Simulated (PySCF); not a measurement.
Compound: C₉H₉ (doublet state).
Geometry (GFN2-xTB, Å), atoms numbered from 1 in this order:
```
atom  x, y, z in Å
C1     3.0959   -1.3126   -1.0067
C2     2.2865   -0.8200   -0.2732
C3     1.3011   -0.2314    0.5824
C4    -0.0721    0.0337    0.0540
C5    -1.2499   -0.5375   -0.4084
C6    -1.4184   -1.8853   -0.4274
C7    -2.3210    0.4041   -0.8874
C8     0.7379    1.1295    0.2675
C9     0.9745    2.4381    0.2519
H10    3.8161   -1.7406   -1.6375
H11    1.4145   -0.5112    1.6293
H12   -2.3279   -2.3336   -0.7848
H13   -0.6386   -2.5474   -0.0949
H14   -1.9845    0.9232   -1.7840
H15   -2.5324    1.1547   -0.1281
H16   -3.2346   -0.1366   -1.1181
H17    0.2149    3.1382   -0.0547
H18    1.9293    2.8410    0.5438
```

The hyperfine couplings belong to this conformer and change with its torsions.

Identity: `C#C[C@@H]1[C](C(=C)C)C1=C` [radical].

The calculation used PySCF, UKS B3LYP, pcH-1 on C H, non-relativistic, mean-field spin-orbit, GIAO. One conformer (not necessarily the lowest) at the GFN2-xTB geometry, without solvent, vibrations or thermal averaging. The geometry wasn't refined by DFT: couplings that depend on bond lengths, twists or pyramidal angles can differ widely from those at the functional's own minimum. The SCF solution wasn't tested for stability. ⟨S²⟩ is 0.789 where a pure state has 0.75.

(1) Break the g tensor into its mass correction, gauge correction and orbital-Zeeman/spin–orbit terms.

(2) What are the electron Larmor frequencies g μB B/h along the three axes at 1200 mT?

(3) At 9.675 GHz, how far is the centre of the isotropic spectrum from where a free electron (g = 2.002319) resonates?

(4) What effective moment and Curie constant follow for a powder?

(5) In a frozen sample, at which fields do the three g values resonate at 9.5, 34, 94 and 263 GHz (hyperfine left aside), and which band first spreads them over more than twice a line width of 1.0 mT?

Answers

(1) 
| Δg (ppm) | 1 | 2 | 3 |
| --- | --- | --- | --- |
| relativistic mass correction | -141 | -141 | -141 |
| gauge correction | -1 | 31 | 31 |
| orbital Zeeman/spin–orbit | 19 | 584 | 663 |
| total | -124 | 473 | 553 |

So g = 2.00220, 2.00279, 2.00287 and g_iso = 2.00262; the tensor is close to axial: the two nearest values differ by 12 % of g3 − g1. Axes: g2 points within 8° of the C3–C4 bond and g3 points within 5° of the C5–C6 bond.

(2) 33.6279, 33.6379, 33.6392 GHz for g1, g2 and g3, a range of 11.4 MHz.

(3) B = hν/(g μB) with μB/h = 13.99624 MHz/mT gives 345.23 mT for the free electron and 345.18 mT at g_iso, 0.05 mT lower.

(4) With the mean of g² = 4.0105 and S(S+1) = 0.75: μ_eff = √(⟨g²⟩S(S+1)) = 1.734 μB and χT = 0.12505·⟨g²⟩·S(S+1) = 0.376 cm³ K/mol (cgs; spin-Hamiltonian part alone).

(5) 
```json
{"band": "X", "GHz": "9.5", "B(g3) mT": "338.89", "B(g2) mT": "338.90", "B(g1) mT": "339.00", "spread mT": "0.11"}
{"band": "Q", "GHz": "34.0", "B(g3) mT": "1212.87", "B(g2) mT": "1212.92", "B(g1) mT": "1213.28", "spread mT": "0.41"}
{"band": "W", "GHz": "94.0", "B(g3) mT": "3353.23", "B(g2) mT": "3353.36", "B(g1) mT": "3354.36", "spread mT": "1.13"}
{"band": "J", "GHz": "263.0", "B(g3) mT": "9381.91", "B(g2) mT": "9382.28", "B(g1) mT": "9385.07", "spread mT": "3.17"}
```

The spread grows in proportion to the frequency. J band is the first where it exceeds 2.0 mT.

The largest Mulliken spin populations are on C4 (+0.53), C6 (+0.50), C9 (+0.47) and C5 (-0.21). Three atoms exceed +0.15. The positive populations add up to 1.54 and the negative ones to -0.54, together 2S = 1. The angles at C4 add up to 359.8°, so it is planar.

The HOMO–LUMO gaps are 4.94 eV among the α and 4.08 eV among the β orbitals.
